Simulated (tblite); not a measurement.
A geometry optimisation, step by step.

C₆H₁₃BOS.
Atom-mapped SMILES: `[BH2:1][C@H:2]([CH3:3])[CH2:4][O:5]/[CH:6]=[CH:7]/[S:8][CH3:9]` (hydrogens: H10, H11 on B1; H12 on C2; H13, H14, H15 on C3; H16, H17 on C4; H18 on C6; H19 on C7; H20, H21, H22 on C9)

Computed with GFN2-xTB (tblite), gas phase: L-BFGS steps from a force-field or distance-geometry start until the largest atomic force falls under 0.01 eV/Å. 5 of its 180 geometries are shown.

Step 0: E = -760.7212 eV, largest atomic force 1.030 eV/Å
```
atom  x, y, z in Å  |  force x, y, z in eV/Å
B1     -3.514    0.748   -0.731   -0.500   0.333   0.112
C2     -2.253   -0.203   -0.610    0.033  -0.003  -0.189
C3     -2.607   -1.469    0.198   -0.423  -0.286   0.226
C4     -1.084    0.554    0.048    0.375  -0.005   0.822
O5      0.083   -0.269    0.062    0.774   0.196   0.192
C6      1.281    0.180    0.597   -0.861  -0.440  -0.355
C7      2.356   -0.603    0.577   -0.112   0.088   0.307
S8      3.916   -0.048    1.284   -0.689  -0.157  -0.670
C9      4.519    0.618   -0.297    0.325   0.690  -0.589
H10    -4.033    1.202    0.242    0.287  -0.215  -0.412
H11    -3.966    1.009   -1.797    0.141  -0.100   0.401
H12    -1.949   -0.513   -1.624    0.235  -0.045   0.405
H13    -3.460   -2.002   -0.289    0.666   0.407   0.392
H14    -1.745   -2.160    0.235   -0.436   0.423   0.053
H15    -2.919   -1.198    1.235    0.312  -0.259  -0.815
H16    -0.873    1.480   -0.500   -0.016   0.022  -0.024
H17    -1.342    0.824    1.107    0.062  -0.140  -0.637
H18     1.347    1.164    1.039   -0.332   0.119  -0.030
H19     2.294   -1.593    0.152    0.257   0.014   0.078
H20     4.575   -0.183   -1.054   -0.056   0.359   0.423
H21     5.525    1.050   -0.142   -0.539  -0.303  -0.010
H22     3.837    1.429   -0.651    0.497  -0.698   0.318
```

Step 45: E = -760.9978 eV, largest atomic force 0.079 eV/Å
```
atom  x, y, z in Å  |  force x, y, z in eV/Å
B1     -3.533    0.774   -0.663   -0.045   0.033  -0.039
C2     -2.265   -0.159   -0.604   -0.030   0.000  -0.005
C3     -2.731   -1.433    0.133    0.026  -0.015   0.012
C4     -1.064    0.462    0.109   -0.031  -0.002  -0.043
O5      0.062   -0.403    0.014   -0.036  -0.003   0.046
C6      1.201    0.094    0.535   -0.021   0.031  -0.011
C7      2.363   -0.547    0.519   -0.023  -0.007   0.001
S8      3.787    0.216    1.238    0.012  -0.010  -0.053
C9      4.657    0.665   -0.304   -0.023  -0.030   0.021
H10    -3.707    1.594    0.155    0.025  -0.042  -0.055
H11    -4.329    0.602   -1.502    0.005   0.002   0.059
H12    -1.926   -0.478   -1.595    0.039   0.024   0.024
H13    -3.476   -1.959   -0.459    0.005  -0.003   0.023
H14    -1.880   -2.087    0.293    0.034  -0.039  -0.012
H15    -3.165   -1.188    1.100   -0.003   0.022   0.005
H16    -0.818    1.418   -0.376   -0.002   0.025   0.075
H17    -1.297    0.649    1.167    0.003  -0.005  -0.069
H18     1.137    1.082    0.983    0.019   0.003   0.011
H19     2.493   -1.534    0.107    0.010   0.025  -0.016
H20     4.754   -0.220   -0.926    0.042  -0.012   0.013
H21     5.634    1.040   -0.017   -0.019  -0.005  -0.023
H22     4.092    1.431   -0.829    0.014   0.007   0.035
```

Step 90: E = -761.0533 eV, largest atomic force 0.068 eV/Å
```
atom  x, y, z in Å  |  force x, y, z in eV/Å
B1     -3.629    0.758   -0.734    0.066  -0.015  -0.010
C2     -2.357   -0.129   -0.487    0.003  -0.021   0.020
C3     -2.641   -1.510    0.121    0.012  -0.007  -0.006
C4     -1.193    0.533    0.256    0.001  -0.002  -0.016
O5     -0.019   -0.227    0.001   -0.003  -0.031  -0.016
C6      1.119    0.217    0.574   -0.014   0.019  -0.002
C7      2.303   -0.332    0.325    0.001   0.017   0.021
S8      3.742    0.234    1.169    0.012   0.023   0.012
C9      4.823    0.500   -0.274    0.012  -0.012   0.001
H10    -3.565    1.921   -0.684   -0.013   0.059   0.014
H11    -4.626    0.233   -1.032   -0.039   0.022   0.006
H12    -1.979   -0.310   -1.506   -0.022  -0.010  -0.026
H13    -3.379   -2.041   -0.475    0.016  -0.011   0.011
H14    -1.727   -2.097    0.156   -0.015  -0.019   0.025
H15    -3.029   -1.405    1.133    0.025   0.000  -0.027
H16    -1.040    1.562   -0.096   -0.039   0.011  -0.005
H17    -1.396    0.561    1.335    0.015  -0.007  -0.002
H18     1.037    1.047    1.267   -0.026   0.009   0.026
H19     2.438   -1.160   -0.350   -0.001  -0.014  -0.016
H20     5.025   -0.451   -0.757   -0.012  -0.016  -0.016
H21     5.746    0.931    0.099    0.001   0.005  -0.001
H22     4.335    1.185   -0.961    0.020   0.002   0.007
```

Step 134: E = -761.0660 eV, largest atomic force 0.028 eV/Å
```
atom  x, y, z in Å  |  force x, y, z in eV/Å
B1     -3.672    0.733   -0.689   -0.015  -0.012  -0.007
C2     -2.391   -0.157   -0.493    0.004   0.005  -0.001
C3     -2.631   -1.545    0.114   -0.003  -0.003  -0.004
C4     -1.229    0.535    0.224    0.027  -0.006   0.001
O5     -0.032   -0.185   -0.037    0.019   0.000  -0.016
C6      1.081    0.290    0.570   -0.002   0.000   0.001
C7      2.297   -0.149    0.260   -0.001   0.013   0.001
S8      3.722    0.397    1.136   -0.014  -0.004   0.003
C9      4.918    0.419   -0.238   -0.009  -0.009   0.009
H10    -3.595    1.898   -0.679    0.009   0.008   0.009
H11    -4.699    0.221   -0.898   -0.011  -0.009  -0.003
H12    -2.043   -0.324   -1.526   -0.002   0.013   0.001
H13    -3.380   -2.083   -0.461    0.001  -0.014   0.006
H14    -1.709   -2.122    0.116    0.005   0.005   0.005
H15    -2.985   -1.456    1.139    0.002   0.011  -0.005
H16    -1.115    1.565   -0.137   -0.016   0.008   0.005
H17    -1.417    0.564    1.306    0.007   0.002   0.001
H18     0.940    1.038    1.343    0.010  -0.006  -0.006
H19     2.467   -0.897   -0.498   -0.001   0.002   0.006
H20     4.980   -0.571   -0.680   -0.011  -0.003  -0.007
H21     5.877    0.697    0.185    0.004   0.008   0.003
H22     4.607    1.153   -0.977   -0.001  -0.009  -0.001
```

Step 179: E = -761.0702 eV, largest atomic force 0.009 eV/Å
```
atom  x, y, z in Å  |  force x, y, z in eV/Å
B1     -3.745    0.673   -0.637   -0.001  -0.005   0.000
C2     -2.408   -0.141   -0.495   -0.002   0.002   0.001
C3     -2.553   -1.542    0.117    0.001   0.004  -0.003
C4     -1.254    0.602    0.182    0.000  -0.001  -0.003
O5     -0.038   -0.051   -0.150    0.001  -0.002   0.000
C6      1.065    0.367    0.518   -0.001   0.001   0.000
C7      2.280   -0.066    0.201    0.001  -0.002  -0.001
S8      3.699    0.385    1.137    0.001   0.004   0.003
C9      4.946    0.320   -0.187   -0.004  -0.001   0.005
H10    -3.743    1.839   -0.572    0.002   0.006   0.001
H11    -4.739    0.103   -0.857   -0.002  -0.002   0.004
H12    -2.090   -0.287   -1.541    0.002   0.003   0.003
H13    -3.264   -2.135   -0.453    0.001   0.001   0.004
H14    -1.593   -2.053    0.120   -0.004   0.000  -0.002
H15    -2.911   -1.470    1.142    0.008  -0.004  -0.001
H16    -1.212    1.645   -0.163    0.001   0.000  -0.002
H17    -1.392    0.604    1.272   -0.003   0.000  -0.005
H18     0.913    1.055    1.342   -0.004   0.001   0.001
H19     2.452   -0.757   -0.607    0.003  -0.003   0.000
H20     4.961   -0.677   -0.619    0.001   0.001  -0.004
H21     5.904    0.541    0.271   -0.001   0.001   0.001
H22     4.711    1.064   -0.942   -0.001  -0.004  -0.002
```

Question: Summarise the path.

Answer: The energy falls by 33.67 kJ/mol from step 0 to step 179; nine tenths of that is first reached at step 76. It rises by more than 0.2 meV at step 40. The largest force goes from 1.030 to 0.009 eV/Å. Among the bonds C7–S8 changes most, from 1.801 to 1.759 Å; the atoms move by 0.645 Å rms after alignment.

Question: Follow the three bonds and two angles with the largest change from start to end.

Answer: 
| step | E above end (kJ/mol) | largest force (eV/Å) | C7–S8 (Å) | C9–H22 (Å) | O5–C6 (Å) | C7–S8–C9 (°) | C4–O5–C6 (°) |
| --- | --- | --- | --- | --- | --- | --- | --- |
| 0 | 33.67 | 1.030 | 1.801 | 1.118 | 1.387 | 93.4 | 121.5 |
| 8 | 13.49 | 0.236 | 1.772 | 1.089 | 1.349 | 97.5 | 117.9 |
| 16 | 11.78 | 0.076 | 1.768 | 1.087 | 1.346 | 97.8 | 116.7 |
| 23 | 11.06 | 0.092 | 1.766 | 1.086 | 1.345 | 98.3 | 116.6 |
| 31 | 10.36 | 0.131 | 1.769 | 1.086 | 1.346 | 98.5 | 116.4 |
| 39 | 8.02 | 0.152 | 1.768 | 1.088 | 1.347 | 98.5 | 115.0 |
| 47 | 6.78 | 0.059 | 1.766 | 1.087 | 1.347 | 98.6 | 114.8 |
| 54 | 6.26 | 0.044 | 1.767 | 1.086 | 1.347 | 98.7 | 115.0 |
| 62 | 5.46 | 0.085 | 1.766 | 1.086 | 1.347 | 99.0 | 115.6 |
| 70 | 4.47 | 0.096 | 1.765 | 1.085 | 1.348 | 99.3 | 116.0 |
| 78 | 2.76 | 0.117 | 1.765 | 1.086 | 1.349 | 98.9 | 116.2 |
| 86 | 1.90 | 0.091 | 1.763 | 1.086 | 1.350 | 98.9 | 116.4 |
| 93 | 1.42 | 0.053 | 1.759 | 1.086 | 1.351 | 98.6 | 116.1 |
| 101 | 1.07 | 0.025 | 1.760 | 1.086 | 1.352 | 98.5 | 115.7 |
| 109 | 0.94 | 0.029 | 1.759 | 1.086 | 1.352 | 98.5 | 115.7 |
| 117 | 0.81 | 0.037 | 1.759 | 1.086 | 1.352 | 98.4 | 115.6 |
| 125 | 0.62 | 0.039 | 1.760 | 1.086 | 1.353 | 98.5 | 115.2 |
| 132 | 0.43 | 0.022 | 1.761 | 1.086 | 1.354 | 99.1 | 115.5 |
| 140 | 0.34 | 0.021 | 1.760 | 1.086 | 1.355 | 99.2 | 115.6 |
| 148 | 0.21 | 0.025 | 1.760 | 1.086 | 1.355 | 98.7 | 115.9 |
| 156 | 0.15 | 0.013 | 1.759 | 1.086 | 1.355 | 98.6 | 115.8 |
| 163 | 0.10 | 0.026 | 1.758 | 1.086 | 1.356 | 98.8 | 115.9 |
| 171 | 0.03 | 0.012 | 1.759 | 1.086 | 1.355 | 98.9 | 116.0 |
| 179 | 0.00 | 0.009 | 1.759 | 1.086 | 1.355 | 99.0 | 116.1 |

The cost below is that of the whole relaxation. Hardware: an Arm Neoverse N1 with one thread, shared host with 64 logical CPUs at a one-minute load of 59. Cost: 2.6 s.
